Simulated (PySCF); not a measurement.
`InChI=1S/C10H6/c1-2-8-4-3-5-10(8)9-6-7-9/h1,3-7H`

Geometry:
```csv
atom,x (Å),y (Å),z (Å)
C1,-0.398,2.986,-1.399
C2,-0.538,1.863,-0.952
C3,-0.667,0.557,-0.423
C4,-1.788,-0.247,-0.392
C5,-1.453,-1.493,0.244
C6,-0.131,-1.473,0.611
C7,0.414,-0.196,0.212
C8,1.681,0.259,0.374
C9,3.027,0.149,0.810
C10,2.654,1.277,0.213
H11,-0.301,3.977,-1.801
H12,-2.767,0.025,-0.788
H13,-2.148,-2.318,0.404
H14,0.426,-2.263,1.112
H15,3.811,-0.436,1.287
H16,2.900,2.272,-0.149
```

Level of theory: quadratic response CAM-B3LYP/aug-cc-pVDZ first hyperpolarisability, Taylor convention, gas phase in PySCF 2.14.0. Geometry: PBE0-D3(BJ)/def2-SVP.

**Question.** Give the tensor of the static β(0;0,0) in the axes of these coordinates.

**Answer.** In au, Taylor convention; rows are the first index (the induced dipole):
```tsv
	xx	yy	zz	xy	xz	yz
x	-94.1	+21.5	+24.8	-13.7	-38.8	-7.2
y	-13.7	-265.1	-38.4	+21.5	-7.2	+145.6
z	-38.8	+145.6	+17.4	-7.2	+24.8	-38.4
```
Norm of βᵢ = ⅓ Σⱼ (βᵢⱼⱼ + βⱼᵢⱼ + βⱼⱼᵢ): 344.0 au, hyper-Rayleigh value 154.5 au.
